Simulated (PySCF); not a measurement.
Computed IR spectrum (relative IR intensity) of a molecule C₄H₅FO₂. The structure is a stationary point at PBE-D3(BJ)/def2-SVP. One conformer was computed; it need not be the lowest. Level of theory: PySCF 2.14.0 with PBE-D3(BJ)/def2-SVP. No scaling factor is applied to the harmonic values.

```csv
ν (cm⁻¹),relative intensity
463,6.1
643,3.9
653,22
723,4.0
827,5.9
863,13
950,27
1005,12
1043,10
1099,14
1132,76
1190,10
1295,100
1319,9.8
1346,72
1364,59
1404,4.2
1408,6.6
1750,53
2995,24
3090,5.2
3092,2.5
3242,4.4
```

Q: Which molecule gave these data?
(A) CC(F)=C1OCO1
(B) C[C@H]1OC=C(F)O1
(C) COC(=O)/C=C\F
(D) C=C(F)C(=O)OC

A: B, C[C@H]1OC=C(F)O1
